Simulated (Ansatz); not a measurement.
A structure relaxed at PBE-D4/def2-SVP in Ansatz, charge 0, doublet:

```xyz
4

P     0.954   -0.972    0.644
P    -1.000    1.026   -0.467
P     0.771    1.165    0.739
Se   -0.726   -1.219   -0.917
```

Give its formula and point group.

the cluster P3Se. Point group Cs (tolerance 0.1 Å).

Summarise the bond lengths by kind (pairs closer than 1.2 times the sum of covalent radii, bridged metal pairs left out).

2 × P–P 2.15 Å; 2 × P–Se 2.31 Å.

Another isomer (doublet) lies 0.44 eV lower at PBE0-D4/def2-TZVP; other spin states weren't run for this one.
